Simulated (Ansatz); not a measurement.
The cluster Te₂Mo. The state is a singlet with charge 0. Geometry B3LYP-D4/def2-TZVP, that of the neutral singlet.

```
atom   x (Å)   y (Å)   z (Å)
 Mo1   0.034  -0.951  -0.090
 Te2  -0.523   0.637  -1.843
 Te3   0.490   0.314   1.934
```

In the def2 sets Mo, Te take a core potential; there is no spin–orbit coupling. At PBE-D4/def2-TZVP, r2SCAN-D4/def2-TZVP, PBE0-D4/def2-TZVP the unrestricted singlet has broken spin symmetry (⟨S²⟩ up to 0.99). At PBE0-D4/def2-TZVP a triplet of charge 0 lies 0.48 eV below the unrestricted singlet, which stands at the restricted singlet's geometry. The structure comes from a short search, and lower isomers may exist.

(1) Estimate the orbital energies around the gap (eV) in Ansatz with PBE-D4/def2-TZVP, r2SCAN-D4/def2-TZVP, PBE0-D4/def2-TZVP.

Results:

(1) 
```csv
orbital,PBE-D4/def2-TZVP,r2SCAN-D4/def2-TZVP,PBE0-D4/def2-TZVP
HOMO−5,-7.09,-7.39,-8.20
HOMO−4,-6.99,-7.22,-7.95
HOMO−3,-6.44,-6.68,-7.48
HOMO−2,-6.36,-6.67,-7.38
HOMO−1,-5.47,-5.66,-6.26
HOMO,-4.90,-5.38,-6.18
LUMO,-4.12,-4.08,-3.44
LUMO+1,-3.79,-3.65,-2.98
LUMO+2,-3.63,-3.52,-2.74
LUMO+3,-3.00,-2.96,-2.41
LUMO+4,-1.92,-1.70,-1.34
LUMO+5,-0.37,-0.10,0.17
β HOMO,-4.90,-5.38,-6.18
β LUMO,-4.12,-4.08,-3.44
```
